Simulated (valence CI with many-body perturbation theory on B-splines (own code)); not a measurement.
Valence orbitals of Os²⁵⁺

Calculated by relativistic CI+MBPT: five valence electrons over a frozen Dirac-Fock core [Kr] 4d10, radial functions for each j: 7 s, 7 p, 7 d, 7 f, 4 g, 2 h, with the one-electron correlation potential Σ1 (screened to all orders), the two-electron term Σ2, the three-electron term Σ3, Breit, model QED; selected single and double excitations, second order for the rest, scaled by the run's own slope (own B-spline code, finite nucleus).

No measured spectrum was set against this ion. As an estimate, terms of the open shell hold to a few per cent of their energy, and close levels can change places. Core correlation moves these levels by up to 4300 cm⁻¹, and in measured spectra 5 to 20 % of such shifts remained as error; rates that hang on mixing are uncertain with them. Among the levels kept, up to 800 cm⁻¹ of a level comes from second order outside the variational space, and about a tenth of that is noise between levels of different J, which matters for small intervals. Only levels of the ground parity were solved; by the run's estimate the other parity begins above the list, which can be wrong where configurations are misplaced.

These are the spectroscopic orbitals of the CI (the correlating ones are not listed), shaped by the core and the other valence electrons. h is the expectation value of the core's Dirac-Fock operator, without the valence repulsion; Σ1 is computed up to l = 3 at one energy for each symmetry, that of its lowest orbital but kept below the first core excitation, so for empty shells it is not the orbital's own correlation shift; Breit and QED include the response of the core.

| Orbital | h (hartree) | Σ1 (cm⁻¹) | Breit (cm⁻¹) | QED (cm⁻¹) | ⟨r⟩ (bohr) |
| --- | --- | --- | --- | --- | --- |
| 5s1/2 | -30.437 | -20225 | 3426 | 2824 | 0.7961 |
| 6s1/2 | -18.914 | -6409 | 1604 | 1322 | 1.290 |
| 7s1/2 | -12.955 | -3108 | 901 | 753 | 1.890 |
| 5p1/2 | -28.666 | -18083 | 5083 | 73.7 | 0.8227 |
| 6p1/2 | -18.037 | -6299 | 2575 | 38.4 | 1.324 |
| 7p1/2 | -12.441 | -3106 | 1459 | 22.4 | 1.942 |
| 5p3/2 | -27.445 | -15240 | 2812 | 298 | 0.8628 |
| 6p3/2 | -17.434 | -5667 | 1460 | 155 | 1.372 |
| 7p3/2 | -12.096 | -2863 | 922 | 89.9 | 2.000 |
| 5d3/2 | -24.631 | -13150 | 1787 | -159 | 0.9060 |
| 6d3/2 | -15.975 | -5397 | 986 | -85.2 | 1.444 |
| 7d3/2 | -11.241 | -2853 | 589 | -50.3 | 2.101 |
| 5d5/2 | -24.38 | -12550 | 1075 | -60.7 | 0.9168 |
| 6d5/2 | -15.847 | -5201 | 592 | -32.1 | 1.456 |
| 7d5/2 | -11.166 | -2760 | 360 | -18.8 | 2.116 |
| 4f5/2 | -36.568 | -29877 | 467 | -531 | 0.4406 |
| 5f5/2 | -21.087 | -11507 | 323 | -139 | 0.9620 |
| 4f7/2 | -36.399 | -29181 | -987 | -404 | 0.4442 |
| 5f7/2 | -21.027 | -11369 | -108 | -101 | 0.9654 |
| 5g7/2 | -18.348 |  | -100 | -28.3 | 0.9848 |
| 5g9/2 | -18.34 |  | -197 | -19.5 | 0.9855 |

Among the shells of the start configuration 4f5, Σ1 is largest in size for 4f5/2, where it is 0.37 % of h.

Lowest root of each symmetry, sizes in configuration state functions:

```tsv
J	Parity	Roots	Reference	Variational	Second order	Change by selected CI (cm⁻¹)	Change by second order (cm⁻¹)
1/2	odd	3	47	26229	161895	-10280	-8
3/2	odd	6	88	24066	47882	-10421	-93
5/2	odd	8	114	23654	276019	-10235	-134
7/2	odd	9	125	22797	87804	-9653	-291
9/2	odd	8	121	22314	521636	-9478	-311
11/2	odd	8	106	22999	83041	-9497	-318
13/2	odd	6	81	23033	68827	-9663	-296
15/2	odd	6	59	23637	419691	-10042	-220
17/2	odd	4	36	23022	317659	-9680	-122
19/2	odd	2	20	23741	202658	-9673	-35
21/2	odd	2	9	20186	114172	-9678	-8
```
